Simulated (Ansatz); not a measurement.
A geometry relaxed with B3LYP-D3(BJ)/def2-TZVP (Ansatz, a first-principles code), charge 0, multiplicity 1:

```xyz
8

H     -0.5774    -1.2106     0.5540
S      1.9572     0.2976    -0.2030
H     -1.7587     0.1078     0.3412
C      0.2706     0.7402     0.2684
O      0.0694     1.8156     0.7582
H     -0.8469    -0.5304    -1.0518
H      1.6873    -0.9295    -0.6786
C     -0.8015    -0.2908     0.0117
```

### Question
Write the SMILES of this molecule.

### Answer
`CC(=O)S`
